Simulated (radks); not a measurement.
Values are calculated unless marked as measured or tabulated.
Q: The mean radii <r> (bohr) of the occupied orbitals of an atom or ion are listed with their occupations. Level of theory: scalar-relativistic Kohn-Sham, r2SCAN, spin-polarised, spherical densities, finite nucleus; meta-GGA in the generalised Kohn-Sham scheme; Fermi nuclear charge, rms radius of each element as measured or else 0.836 A^(1/3) + 0.57 fm (a radial shooting solver on a logarithmic mesh with Libxc functionals).

| orbital | occ. | <r> |
|---|---|---|
| 1s down | 1 | 0.02318 |
| 1s up | 1 | 0.02318 |
| 2s up | 1 | 0.09894 |
| 2s down | 1 | 0.09894 |
| 2p up | 3 | 0.08713 |
| 2p down | 3 | 0.08712 |
| 3s up | 1 | 0.2602 |
| 3s down | 1 | 0.2600 |
| 3p up | 3 | 0.2586 |
| 3p down | 3 | 0.2584 |
| 3d up | 5 | 0.2364 |
| 3d down | 5 | 0.2362 |
| 4s up | 1 | 0.5909 |
| 4s down | 1 | 0.5910 |
| 4p up | 3 | 0.6243 |
| 4p down | 3 | 0.6244 |
| 4d up | 5 | 0.6803 |
| 4d down | 5 | 0.6808 |
| 5s up | 1 | 1.396 |
| 5s down | 1 | 1.402 |
| 5p up | 3 | 1.607 |
| 5p down | 3 | 1.612 |
| 4f up | 3 | 0.8896 |
| 6s up | 1 | 3.867 |
| 5d up | 2 | 2.511 |
| 6s down | 1 | 4.309 |

Name the element and its charge. Open shells, if any, are filled with parallel spins first.

A: Z = 61, promethium, charge 0: Pm in [Xe] 4f3 5d2 6s2. The 1s radius gives Z: for a bare nucleus <r> = (2 gamma + 1)/(2Z) with gamma = sqrt(1 - (Z/c)^2), 0.02288 bohr for Z = 61, and screening makes it slightly larger (0.02318 here). The occupations add up to 61, and the charge is Z minus that.
